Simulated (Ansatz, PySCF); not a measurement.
Torsion H4–N1–Si2–Cl3 in ClH2NSi (SMILES N[Si]Cl); at each angle all else is relaxed with GFN2-xTB, and the levels are single points there.
Geometry at 0° (charge 0, multiplicity 1):
```csv
atom,x (Å),y (Å),z (Å)
N,-0.6617,-0.0140,0.0582
Si,0.7511,-0.9102,0.3917
Cl,1.8833,0.6218,1.2455
H,-0.7766,0.9692,0.2683
H,-1.4788,-0.4121,-0.3728
```

On the grid 0° to 330°, 270° is the highest and 0° the lowest point at CCSD(T)/CBS(cc-pV(T+d)Z, cc-pV(Q+d)Z).

Correlated levels freeze the cores. CBS: X⁻³ extrapolation of the correlation energy, Hartree–Fock from the larger set.

Run with Ansatz (an electronic-structure program); PySCF for the dispersion terms. Each number belongs to the level named beside it.

Task: What is the computed energy at 270° less that at 0° (HF/cc-pV(D+d)Z)?

Result: 14.6 kcal/mol
